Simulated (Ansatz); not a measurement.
The B1–H2 bond of CH5BO (SMILES BOC) is stretched (multiplicity 1, the rest rigid).
Geometry at rest (charge 0, multiplicity 1):
```tsv
atom	x (Å)	y (Å)	z (Å)
B	-0.2960	0.1129	1.2719
H	-1.1841	0.5267	1.9515
H	0.6968	-0.3789	1.7308
O	-0.4473	0.2180	-0.0567
C	0.5353	-0.2356	-0.9832
H	1.3962	-0.6649	-0.4663
H	0.0826	-0.9869	-1.6307
H	0.8558	0.6097	-1.5925
```

Cores are frozen in the correlated methods.

Run with Ansatz (Gaussian orbitals). 

FIC-MRCISD+Q on CASSCF(2,2)/cc-pVTZ, total energies (hartree):

```csv
R (Å),CASSCF,MRCISD,weight c² of the reference
1.192,-140.414957,-140.893997,0.88869
2.087,-140.323241,-140.792308,0.88904
3.816,-140.259747,-140.722876,0.89057
```

### Question
Add the Davidson correction (E_MRCISD − E_CASSCF)(1 − c²)/c² and give the energies above the first point at the three levels.

### Answer

Corrections (hartree): -0.059999, -0.058541, -0.056906. Above the first point (kcal/mol):
- R = 2.087 Å: CASSCF 57.6, MRCISD 63.8, with the correction 64.7
- R = 3.816 Å: CASSCF 97.4, MRCISD 107.4, with the correction 109.3

Ansatz is a first-principles code.
